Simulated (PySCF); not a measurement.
Where does 2,2,2-trifluoro-N,N-dimethylacetamide take a proton?

Molecule: 2,2,2-trifluoro-N,N-dimethylacetamide, `CN(C)C(=O)C(F)(F)F` (C4H6F3NO). Numbering: `[CH3:1][N:2]([CH3:3])[C:4](=[O:5])[C:6]([F:7])([F:8])[F:9]`

Energies: ωB97X-D3(BJ)/def2-TZVP (PySCF, density fitting, integration grid level 2) on PBE0-D3(BJ)/def2-SVP structures. ωB97X-D3(BJ) is ωB97X-V with D3(BJ) in place of VV10. Thermal corrections: GFN2-xTB frequencies, unscaled, ideal gas at 298.15 K and 1 bar, quasi-RRHO entropy. These were taken at the GFN2-xTB minima.

| site | product | PA / kJ/mol | GB / kJ/mol | gas share | above best in dichloromethane / kJ/mol |
| --- | --- | --- | --- | --- | --- |
| O5 (amide oxygen) | `CN(C)C(=[OH+])C(F)(F)F` | 859 | 827 | > 99.9 % | 0.0 |
| N2 (amide nitrogen) | `C[NH+](C)C(=O)C(F)(F)F` | 803 | 772 | < 0.1 % | 33.6 |

PA is −ΔH and GB is −ΔG of B + H⁺ → BH⁺ in the gas phase. Shares are Boltzmann weights among the listed products; an error of 10 kJ/mol changes a ratio about 56-fold. Sites whose products fell apart, merged with another or lost in a GFN2-xTB screen aren't listed. Values in solvent are IEF-PCM free energies relative to the most favourable product.

Of the listed sites O5 (amide oxygen) is favoured in the gas phase, 55 kJ/mol ahead of N2 in free energy.

In dichloromethane the product from O5 is solvated 193 kJ/mol more strongly than the parent (electrostatics only).

Measured values (NIST Chemistry WebBook, evaluated or the median of agreeing entries): proton affinity (−ΔH) 849 kJ/mol (computed 859, difference 10); gas-phase basicity (−ΔG) 818 kJ/mol (computed 827, difference 9). These are compared with the most favourable site that keeps the skeleton.

Hardware: 1 thread of Arm Neoverse V1, shared with other jobs. Command: `OMP_NUM_THREADS=1 python redox_run.py task.json out`. Structures, frequencies and single points: 8.7 min.
